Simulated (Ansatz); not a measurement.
`[SiH3]N[SiH2][GaH2]` + `C[SiH2][TeH]` → `C[SiH2][Te][SiH3]` + `N[SiH2][GaH2]`  (ligand exchange at the Si–N bond)

Gas-phase electronic energies from Ansatz, PBE0-D4/def2-TZVP geometries. CCSD(T)/CBS adds triple-zeta CCSD(T) − MP2 to the extrapolated MP2 energy (def2 sets, frozen cores). DFT in def2-TZVPP. Elements past krypton have def2 core potentials. For Ga, Te outer-core shells are correlated without core-valence functions, which leaves a few kJ/mol of doubt a bond. Scalar relativity is left out up to krypton. Each species was taken in one conformer, which may not be the lowest.

`[SiH3]N[SiH2][GaH2]`:

Z-matrix (Å, degrees):
```
Si
N 1 1.706
H 1 1.518 2 105.8
H 1 1.486 2 114.4 3 116.5
H 1 1.486 2 115.3 3 -116.5
Si 2 1.752 1 122.2 3 5.4
H 2 1.010 1 118.6 3 -176.1
Ga 6 2.420 2 100.0 1 -2.3
H 6 1.493 2 110.1 1 119.9
H 6 1.493 2 109.8 1 -124.5
H 8 1.572 6 120.5 2 -92.6
H 8 1.573 6 120.5 2 91.7
```

`C[SiH2][TeH]`:

Z-matrix (Å, degrees):
```
C
Si 1 1.867
H 1 1.091 2 110.6
H 1 1.094 2 110.3 3 120.3
H 1 1.092 2 110.6 3 -119.9
Te 2 2.500 1 112.6 3 58.0
H 2 1.486 1 110.5 3 -178.9
H 2 1.487 1 111.4 3 -57.8
H 6 1.658 2 91.7 1 64.0
```

`C[SiH2][Te][SiH3]`:

Cartesian coordinates in Å:
```
C -1.131 0.439 1.496
Si -0.210 1.393 0.182
Te 2.091 0.491 -0.205
Si 1.172 -1.499 -1.384
H -1.239 -0.609 1.209
H -0.594 0.480 2.445
H -2.130 0.861 1.640
H -0.015 2.810 0.586
H -0.952 1.354 -1.107
H 0.442 -1.096 -2.612
H 2.323 -2.364 -1.743
H 0.243 -2.259 -0.507
```

`N[SiH2][GaH2]`:

Cartesian coordinates in Å:
```
N -0.885 1.391 -0.223
Si 0.003 0.022 -0.787
Ga 0.917 -1.166 1.101
H -1.451 1.305 0.606
H -1.309 2.029 -0.879
H 1.078 0.519 -1.693
H -0.783 -0.950 -1.619
H 0.349 -0.939 2.556
H 2.081 -2.213 0.940
```

```csv
level,ΔE (kJ/mol)
BLYP,-2.0
BHLYP,3.0
SCS-MP2/def2-QZVPP,2.0
HF/CBS(def2),-1.4
```

Task: What does CCSD(T)/CBS give? (An estimate is asked.)

Result: Computed: +3.0 kJ/mol. The listed levels differ from it by -5.0, 0.0, -1.0, -4.4 kJ/mol.

Largest T1 diagnostic among the species: 0.013.

In def2-TZVPP, CCSD(T) changes the Hartree–Fock value by +10.2 kJ/mol (the triples alone add +0.4 kJ/mol) and MP2 by +4.5 kJ/mol. The D4 term adds +3.1 kJ/mol with B3LYP and +1.4 kJ/mol with PBE0; it sums over pairs of atoms, weighted by their polarisabilities, and B3LYP, whose exchange is more repulsive, gets the larger term.

CCSD(T)/CBS has its own doubt, a few kJ/mol and more with outer-core shells, so smaller differences from it don't rank the levels.

B3LYP here is the variant with VWN-RPA as its local correlation; programs differ in this.
